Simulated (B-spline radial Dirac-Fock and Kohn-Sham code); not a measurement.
Ho²⁺: input and output of one calculation

ΔSCF core binding energies without Breit or QED terms, calculated with a radial atomic solver. Keys: rel is the Hamiltonian (dirac, or spin-free x2c and nr, where L3 and M5 stand for the whole 2p and 3d shells), method is hf or an exchange,correlation pair (spin-unpolarised, also for the hole states), nuc the nuclear model, radius_factor scales its radius, rmax is the box in bohr, h the logarithmic mesh step, order the B-spline order, points the quadrature points per cell, c_factor scales the speed of light, and damp, ndamp, maxit and tol steer the iteration. The run stops when the commutator error falls below 10·tol·max(1, Z/10), or the numerical noise floor, and the energy has settled to about 1e-8 Ha; the virial ratio is −V/T.

Input (task.json):

```json
{"items": [{"Z": 67, "q": 2, "cfg": [[1, 0, 2], [2, 0, 2], [2, 1, 6], [3, 0, 2], [3, 1, 6], [3, 2, 10], [4, 0, 2], [4, 1, 6], [4, 2, 10], [4, 3, 11], [5, 0, 2], [5, 1, 6]], "A": 165, "rrms": 5.2022, "do": "settings", "holes": ["K", "L3", "M5"],
  "settings": [{"rel": "dirac", "method": "hf", "nuc": "fermi", "radius_factor": 1.0, "rmax": 45.0, "h": 0.3, "order": 8, "points": 10, "c_factor": 1.0, "maxit": 60, "damp": 0.5, "ndamp": 3, "tol": 0.0001}]}]}
```

Command: `python xray2_run.py task.json out`

Ground-state iterations:

```
iter   energy (Ha)        error
   1   -12585.05093952  2.14e+00
   2   -12590.95322735  1.48e+00
   3   -12619.66498174  3.18e-01
   4   -12620.62159675  1.07e-01
   5   -12620.76886779  5.16e-02
   6   -12620.78449670  1.91e-02
   7   -12620.79174815  1.07e-02
   8   -12620.79302630  2.74e-03
   9   -12620.79313081  1.91e-04
  10   -12620.79313134  9.87e-06
```

The ground state converged in 10 iterations, with total energy -12620.79313 Ha, virial ratio 1.90915 and highest orbital energy -26.60 eV. ΔSCF binding energies: K (1s) 55882.9 eV, L3 (2p3/2) 8107.0 eV, M5 (3d5/2) 1370.3 eV.
